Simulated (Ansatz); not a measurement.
A nudged elastic band was laid between two geometries of Cl2H2Sn + H2O (8 atoms, charge 0, multiplicity 1).

Method: RKS r2SCAN-D4/def2-SVP (Ansatz).

| Quantity | Value |
| --- | --- |
| movable images | 9 |
| climbing image | yes |
| spring | 5.0 eV/Å² |
| optimiser | quadratic models (default) |
| start path | through a guess of the saddle point |
| force threshold | 0.05 eV/Å |
| iteration limit | 60 |
| end points | relaxed |

First end point:

```xyz
8
Properties=species:S:1:pos:R:3
Sn 0.011 0.105 -0.004
Cl -0.205 0.267 2.363
H 1.615 0.075 -0.560
H -0.903 1.476 -0.483
Cl -1.364 -1.636 -0.875
O 1.032 -2.154 0.957
H 0.340 -2.751 0.627
H 0.799 -2.010 1.888
```

Last end point:

```xyz
8
Properties=species:S:1:pos:R:3
Sn 0.042 -0.371 -0.279
Cl 0.936 0.144 2.755
H 1.561 0.264 -0.674
H -1.273 0.561 0.256
Cl -0.762 -1.539 -2.173
O 0.388 -1.943 0.961
H -0.245 -2.671 0.871
H 0.679 -1.075 2.197
```

Q: What changes between the two ends?

A: Bonds broken: Sn1–Cl2, O6–H8. Bonds formed: Sn1–O6, Cl2–H8. Cl2H2Sn + H2O becomes ClH + ClH3OSn.

Q: What energy profile does the band end with?

A: The forces met the threshold. The highest image is number 9 of 0 to 10, 0.70 eV above the first end and 0.01 eV above the last; the last end lies 0.69 eV above the first. The top lies less than 8 meV above the higher end, about what the thresholds resolve: that end is a shoulder or a very shallow well. A vibrational analysis at the climbing image gives one clearly imaginary mode, 128i cm⁻¹: a first-order saddle point. The orbitals stay closed-shell, which can raise the energy where a bond breaks towards radicals; this wasn't checked here.

```csv
image,path coordinate (Å),energy (eV),Sn1–Cl2 (Å),O6–H8 (Å),Sn1–O6 (Å)
0,0.00,0.00,2.38,0.97,2.66
1,0.36,0.02,2.40,0.97,2.54
2,0.72,0.07,2.42,0.97,2.46
3,1.08,0.13,2.43,0.97,2.40
4,1.44,0.18,2.45,0.98,2.35
5,1.80,0.21,2.47,0.98,2.31
6,2.16,0.26,2.50,0.98,2.28
7,2.52,0.36,2.61,1.01,2.21
8,2.88,0.59,2.82,1.12,2.12
9,3.24,0.70,3.05,1.39,2.05
10,3.44,0.69,3.20,1.54,2.03
```

Q: What is the geometry of the highest image?

A: 
```xyz
8
Properties=species:S:1:pos:R:3
Sn 0.067 -0.331 -0.239
Cl 0.899 0.146 2.655
H 1.589 0.274 -0.662
H -1.275 0.584 0.249
Cl -0.726 -1.557 -2.107
O 0.394 -1.945 0.989
H -0.259 -2.660 0.928
H 0.637 -1.140 2.100
```

Time of the run: 4.8 min on 4 threads of Arm Neoverse V1, with other jobs on the host, peak memory 0.17 GiB.
